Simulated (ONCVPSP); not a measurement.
O (Z = 8), ONCV: configuration errors across variants

```
Element                 : oxygen
Generator               : ONCVPSP 4.0.1
Type                    : optimised norm-conserving Vanderbilt (ONCV)
Functional              : PBEsol
Relativity              : scalar-relativistic
Frozen core             : [He]
Valence charge          : 6
Reference configuration : 2s2 2p3.75 (charge +0.25)
Partial waves           : 2s: rc 0.60 bohr, ncon 5, nbas 9, qcut 10.1 1/bohr, 2 projectors, debl 0.4 Ha; 2p: rc 1.80 bohr, ncon 3, nbas 7, qcut 9.7 1/bohr, 2 projectors, debl 1.2 Ha; d scattering state at 0.42 Ha: rc 1.90 bohr, ncon 3, nbas 7, qcut 5.1 1/bohr, 1 projector
Local potential         : polynomial inside 0.40 bohr (lpopt 1, dvloc0 0 Ha)
Core correction         : none
```

In the s channel the program set the typed energies aside and used -1.007, 0.250 Ha.

All-electron excitation energies from the reference (eV): (1) 2s2 2p4 -2.675; (2) 2s2 2p3 13.685; (3) 2s2 2p2 47.163; (4) 2s2 2p3.5 3.579.

A true bound ghost makes a file unfit for plane-wave use even where its test errors are small: the radial tests pick states by their node count and pass the ghost by.

Errors AE − PS in meV (a dash: test not solved or not reliable):

```tsv
change	(1)	(2)	(3)	(4)	bound ghosts	GHOST(+) flags above zero
base	+1.6	+29	+291	+2.0	s	s, d
s: rc 0.8	+1.6	+29	+288	+2.0	none	d
p: qcut 6.4	+4.2	+71	+672	+5.3	s	s, p, d
```

Task: Give the same row for: p: rc 2.06.

Result: +2.7, +49, +471, +3.7; bound ghosts: s; GHOST(+) flags above zero: s, d.
